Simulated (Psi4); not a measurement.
F5Sb (SMILES [F][Sb]([F])([F])([F])[F]), singlet, at a GFN2-xTB geometry (all electrons, no relativity); PBE0/STO-3G (Psi4).

Psi4 was given this input:
```
memory 2 GB

molecule mol {
0 1
Sb   -0.005381   -0.018048   -0.002321
F     1.271081   -0.772450    1.175560
F    -1.287670    0.729487   -1.178180
F     0.235345    1.681917    0.820823
F     1.083193   -0.495262   -1.490231
F    -1.322503   -1.226300    0.658629
}

set {
  basis sto-3g
  reference rks
  scf_type pk
  puream true
  d_convergence 1e-8
  dft_radial_points 99
  dft_spherical_points 590
}

energy('pbe0')
print_variables()
```

### Question
Write the output that Psi4 gives for this input, abridged.

### Answer

```
   => Loading Basis Set <=

    Name: STO-3G
    Role: ORBITAL
    Keyword: BASIS

         ---------------------------------------------------------
                                   SCF
               by Justin Turney, Rob Parrish, Andy Simmonett
                          and Daniel G. A. Smith
                              RKS Reference
         ---------------------------------------------------------

  ==> Geometry <==

    Molecular point group: c1
    Full point group: C1

    Geometry (in Angstrom), charge = 0, multiplicity = 1:

       Center              X                  Y                   Z               Mass
    ------------   -----------------  -----------------  -----------------  -----------------
         SB          -0.000558875360    -0.000671600810     0.000157868430   120.903812000000
         F            1.275903124640    -0.755073600810     1.178038868430    18.998403162730
         F           -1.282847875360     0.746863399190    -1.175701131570    18.998403162730
         F            0.240167124640     1.699293399190     0.823301868430    18.998403162730
         F            1.088015124640    -0.477885600810    -1.487752131570    18.998403162730
         F           -1.317680875360    -1.208923600810     0.661107868430    18.998403162730

  Running in c1 symmetry.

  Rotational constants: A =      0.08153  B =      0.07059  C =      0.07011 [cm^-1]
  Rotational constants: A =   2444.15477  B =   2116.11647  C =   2101.86707 [MHz]
  Nuclear repulsion =  785.158474596788324

  Charge       = 0
  Multiplicity = 1
  Electrons    = 96
  Nalpha       = 48
  Nbeta        = 48

  ==> Algorithm <==

  SCF Algorithm Type is PK.
  DIIS enabled.
  MOM disabled.
  Fractional occupation disabled.
  Guess Type is SAD.
  Energy threshold   = 1.00e-06
  Density threshold  = 1.00e-08
  Integral threshold = 1.00e-12

  ==> Primary Basis <==

  Basis Set: STO-3G
    Blend: STO-3G
    Number of shells: 26
    Number of basis functions: 52
    Number of Cartesian functions: 54
    Spherical Harmonics?: true
    Max angular momentum: 2

  ==> DFT Potential <==

   => LibXC <=

    Version 7.1.2
    S. Lehtola, C. Steigemann, M. J. T. Oliveira, and M. A. L. Marques,  SoftwareX 7, 1–5 (2018) (10.1016/j.softx.2017.11.002)

   => Composite Functional: PBE0 <=

    PBE0 Hyb-GGA Exchange-Correlation Functional

    C. Adamo and V. Barone,  J. Chem. Phys. 110, 6158 (1999) (10.1063/1.478522)
    M. Ernzerhof and G. E. Scuseria,  J. Chem. Phys. 110, 5029 (1999) (10.1063/1.478401)

    Deriv               =              1
    GGA                 =           TRUE
    Meta                =          FALSE

    Exchange Hybrid     =           TRUE
    MP2 Hybrid          =          FALSE

   => Exchange Functionals <=

    0.7500   Perdew, Burke & Ernzerhof

   => Exact (HF) Exchange <=

    0.2500               HF

   => Correlation Functionals <=

    1.0000   Perdew, Burke & Ernzerhof

   => LibXC Density Thresholds  <==

    XC_HYB_GGA_XC_PBEH:  1.00E-15

   => Molecular Quadrature <=

    Radial Scheme          =       TREUTLER
    Pruning Scheme         =           NONE
    Nuclear Scheme         =       TREUTLER

    Blocking Scheme        =         OCTREE
    BS radius alpha        =              1
    Pruning alpha          =              1
    Radial Points          =             99
    Spherical Points       =            590
    Total Points           =         328626
    Total Blocks           =           2435
    Max Points             =            256
    Max Functions          =             47
    Weights Tolerance      =       1.00E-15

  ==> Integral Setup <==

  Using in-core PK algorithm.
   Calculation information:
      Number of atoms:                   6
      Number of AO shells:              26
      Number of primitives:             78
      Number of atomic orbitals:        54
      Number of basis functions:        52

      Integral cutoff                 1.00e-12
      Number of threads:                 1

  Performing in-core PK
  Using 1900262 doubles for integral storage.
  We computed 45897 shell quartets total.
  Whereas there are 61776 unique shell quartets.

  ==> DiskJK: Disk-Based J/K Matrices <==

    J tasked:                  Yes
    K tasked:                  Yes
    wK tasked:                  No
    Schwarz Cutoff:          1E-12

  Minimum eigenvalue in the overlap matrix is 3.3150409255E-01.
  Reciprocal condition number of the overlap matrix is 1.9025743063E-01.
    Using symmetric orthogonalization.

  ==> Pre-Iterations <==

  SCF Guess: Superposition of Atomic Densities via on-the-fly atomic UHF (no occupation information).

   -------------------------
    Irrep   Nso     Nmo
   -------------------------
     A         52      52
   -------------------------
    Total      52      52
   -------------------------

  ==> Iterations <==

                        Total Energy        Delta E     RMS |[F,P]|

   @RKS iter SAD: -6742.01871289375231   -6.74202e+03   0.00000e+00
   @RKS iter   1: -6744.59304825674917   -2.57434e+00   4.47513e-03 ADIIS/DIIS
   @RKS iter   2: -6744.61141094041614   -1.83627e-02   1.01088e-03 ADIIS/DIIS
   @RKS iter   3: -6744.60914993048209    2.26101e-03   1.37196e-03 ADIIS/DIIS
   @RKS iter   4: -6744.61381791065560   -4.66798e-03   7.50735e-05 DIIS
   @RKS iter   5: -6744.61383262973322   -1.47191e-05   9.10773e-06 DIIS
   @RKS iter   6: -6744.61383284802196   -2.18289e-07   1.38439e-06 DIIS
   @RKS iter   7: -6744.61383285171178   -3.68982e-09   7.40879e-07 DIIS
   @RKS iter   8: -6744.61383285313968   -1.42791e-09   2.64777e-08 DIIS
   @RKS iter   9: -6744.61383285314878   -9.09495e-12   2.83154e-09 DIIS
  Energy and wave function converged.

  ==> Post-Iterations <==

   Electrons on quadrature grid:
      Ntotal   =   96.0000267478 ; deviation = 2.675e-05

    Orbital Energies [Eh]
    ---------------------

    Doubly Occupied:

[...]
    Virtual:

[...]
      52A      0.291183

    Final Occupation by Irrep:
              A
    DOCC [    48 ]
    NA   [    48 ]
    NB   [    48 ]

  @RKS Final Energy: -6744.61383285314878

   => Energetics <=

    Nuclear Repulsion Energy =            785.1584745967883237
    One-Electron Energy =              -10889.8155511302757077
    Two-Electron Energy =                3525.1672216558263244
    DFT Exchange-Correlation Energy =    -165.1239779754884864
    Empirical Dispersion Energy =           0.0000000000000000
    VV10 Nonlocal Energy =                  0.0000000000000000
    Total Energy =                      -6744.6138328531496882

Computation Completed

Properties will be evaluated at   0.000000,   0.000000,   0.000000 [a0]

Properties computed using the SCF density matrix

 Multipole Moments:

 ------------------------------------------------------------------------------------
     Multipole            Electronic (a.u.)      Nuclear  (a.u.)        Total (a.u.)
 ------------------------------------------------------------------------------------

 L = 1.  Multiply by 2.5417464519 to convert [e a0] to [Debye]
 Dipole X            :         -0.0087022            0.0066272           -0.0020750
 Dipole Y            :         -0.0104502            0.0079639           -0.0024863
 Dipole Z            :          0.0023594           -0.0018720            0.0004874
 Magnitude           :                                                    0.0032748

 ------------------------------------------------------------------------------------

  Variable Map:
  ----------------------------------------------------------------------------
[...]
  Array Variable Map:
  ----------------------------------------------------------------------------
[...]
[...]
```
